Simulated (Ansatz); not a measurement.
Consider the substitution at a C–C bond: `CC1(Cl)C[SiH2]1` + HCl → `ClC1(Cl)C[SiH2]1` + CH₄.

Computed with Ansatz on PBE0-D4/def2-TZVP structures; ΔE is electronic, products minus reactants. CBS: MP2 limit from def2 TZ/QZ plus the TZ coupled-cluster correction, frozen cores. This one scheme is used for every species. Functionals use def2-TZVPP.

CCSD(T)/CBS gives +33.9 kJ/mol.

Problem. Another level gave +35.5 kJ/mol. Which?
A. PBE-D4/def2-TZVPP
B. MP2/def2-TZVPP
C. PBE0/def2-TZVPP
D. CCSD/def2-TZVPP

Solution. B. MP2/def2-TZVPP 35.5, PBE-D4 25.6, CCSD/def2-TZVPP 39.7, PBE0 30.8 kJ/mol.

Largest T1 diagnostic among the species: 0.011.

From PBE to PBE0 (25 % exact exchange), in def2-TZVPP and without D4, ΔE moves by +6.2 kJ/mol.
